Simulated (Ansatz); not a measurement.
`CN[SiH2][GaH2]` + `CCl` → `CN[SiH2]CCl` + `[GaH3]`  (formal exchange of groups at the Si–Ga bond)

Program: Ansatz. Geometries: PBE0-D4/def2-TZVP. ΔE: electronic, gas phase. CCSD(T)/CBS adds triple-zeta CCSD(T) − MP2 to the extrapolated MP2 energy (def2 sets, frozen cores). This one scheme is used for every species. DFT in def2-TZVPP. B3LYP here is the variant with VWN-RPA as its local correlation; programs differ in this. For Ga outer-core shells are correlated without core-valence functions, which leaves a few kJ/mol of doubt a bond. Scalar relativity is left out up to krypton. Each species was taken in one conformer, which may not be the lowest.

| level | ΔE (kJ/mol) | difference from CCSD(T)/CBS |
| --- | --- | --- |
| PBE-D4 | 23.0 | 8.7 |
| r2SCAN-D4 | 14.9 | 0.6 |
| PBE0-D4 | 19.7 | 5.4 |
| B3LYP-D4 | 15.0 | 0.7 |
| ωB97X-V | 10.8 | -3.5 |
| ωB97M-V | 7.6 | -6.7 |
| B2PLYP | 14.4 | 0.1 |
| PBE | 25.9 | 11.6 |
| r2SCAN | 16.0 | 1.7 |
| PBE0 | 22.3 | 8.0 |
| B3LYP | 19.5 | 5.2 |
| HF/def2-TZVPP | 9.2 | -5.1 |
| MP2/def2-TZVPP | 8.1 | -6.2 |
| SCS-MP2/def2-TZVPP | 8.6 | -5.7 |
| CCSD/def2-TZVPP | 13.2 | -1.1 |
| CCSD(T)/def2-TZVPP | 12.9 | -1.4 |
| HF/def2-QZVPP | 8.2 | -6.1 |
| MP2/def2-QZVPP | 8.6 | -5.7 |
| SCS-MP2/def2-QZVPP | 8.7 | -5.6 |
| HF/CBS(def2) | 8.1 | -6.2 |
| MP2/CBS(def2) | 9.5 | -4.8 |
| CCSD/CBS(def2) | 14.6 | 0.3 |
| CCSD(T)/CBS | 14.3 | 0 |

Largest T1 diagnostic among the species: 0.013.

From PBE to PBE0 (25 % exact exchange), in def2-TZVPP and without D4, ΔE moves by −3.7 kJ/mol. The D4 term adds −4.4 kJ/mol with B3LYP and −2.6 kJ/mol with PBE0; it sums over pairs of atoms, weighted by their polarisabilities, and B3LYP, whose exchange is more repulsive, gets the larger term.
